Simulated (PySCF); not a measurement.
Gas-phase reaction: SnH₄ + O₂ ⇌ Sn(OH)₂ + 2 H, at 1000 K and a standard pressure of 1 bar. Level: PBE0/def2-TZVP.

Computed with PySCF and rigid-rotor harmonic-oscillator thermochemistry at 1 bar. Open shells (unrestricted): O₂ (multiplicity 3), H (multiplicity 2); the rest are closed-shell singlets. Sn: scalar-relativistic def2 core potential, no spin-orbit coupling. Sn(OH)₂: computed as isolated molecules; such fragments, hydroxides, amides, oligomers or adducts are transient or little studied in the gas. The harmonic model lacks anharmonicity and excited electronic states, which grow with temperature; levels with a mode under 35 cm⁻¹ are left out. Internal rotation in Sn(OH)₂ is treated as a harmonic vibration of one conformer, which makes the entropy rough.

```csv
species,E (Ha),H(1000 K) − E (kJ/mol),S°(1000 K) (J/mol/K)
SnH₄,-216.66474,131.3,312.9
O₂,-150.23561,41.3,242.7
Sn(OH)₂,-365.92212,140.9,394.6
H,-0.50106,20.8,139.9
```
E: electronic energy; H − E holds the zero-point and thermal terms. 1 Ha = 2625.5 kJ/mol.

Question: Work out ΔH°, ΔS°, ΔG° and log10 K from these numbers.

Answer: 1. ΔE = 1×(-365.92212) + 2×(-0.50106) − 1×(-216.66474) − 1×(-150.23561) = -0.02389 Ha = -62.7 kJ.
2. Δ(H − E) = 1×(140.9) + 2×(20.8) − 1×(131.3) − 1×(41.3) = 9.9 kJ, so ΔH° = -52.8 kJ.
3. ΔS° = 1×(394.6) + 2×(139.9) − 1×(312.9) − 1×(242.7) = 118.8 J/K; the number of gas molecules changes by +1.
4. ΔG° = ΔH° − TΔS° = -52.8 − 1000×(118.8)/1000 = -171.6 kJ.
5. log10 K = −ΔG°/(RT ln 10) = 8.97, with RT ln 10 = 19.14 kJ/mol; at standard pressures the products are favoured.
6. A shift of 10 kJ in ΔE would move log10 K by 0.52 here.
For scale, ΔH°(298 K) is -67 kJ at this level, -77 kJ at ωB97M-V/def2-TZVP†, and runs from -275 to -23 kJ over the 18 levels computed († marks an energy on the PBE0/def2-TZVP geometry).
